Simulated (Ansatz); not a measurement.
Reaction (SMILES): [Cl][Ga] (Cl-Ga) (closed-shell singlet) → Cl atom + Ga atom
B3LYP-D3(BJ)/def2-TZVP geometries, fixed; electronic energies without zero-point terms.

The atomisation energy at CCSD(T) with Ansatz (a first-principles code), in kcal/mol, split into its Hartree-Fock and correlation parts. Cores are frozen (with 3d on Ga to Br). Open shells are unrestricted. No added dispersion term, no relativity. Functions are those of the species that has most.

```
basis            X  functions  Hartree-Fock  CCSD(T)
---------------  -  ---------  ------------  -------
aug-cc-pV(D+d)Z  2         68         82.85   104.78
aug-cc-pV(T+d)Z  3        114         83.39   109.37
aug-cc-pV(Q+d)Z  4        182         83.39   111.70
```

Worked estimate of the basis-set limit from each neighbouring pair, with Hartree-Fock from the larger set and the correlation part extrapolated as X^-3.
Correlation parts: X = 2: 21.93, X = 3: 25.98, X = 4: 28.31.
- (2,3): (27·(25.98) - 8·(21.93))/19 = 27.69; with Hartree-Fock 83.39 the estimate is 111.08 kcal/mol.
- (3,4): (64·(28.31) - 27·(25.98))/37 = 30.01; with Hartree-Fock 83.39 the estimate is 113.40 kcal/mol.
The last two estimates differ by 2.33 kcal/mol; the largest set lies 1.70 from the last. Over the last step Hartree-Fock moves by 0.00 and the correlation part by 2.33.
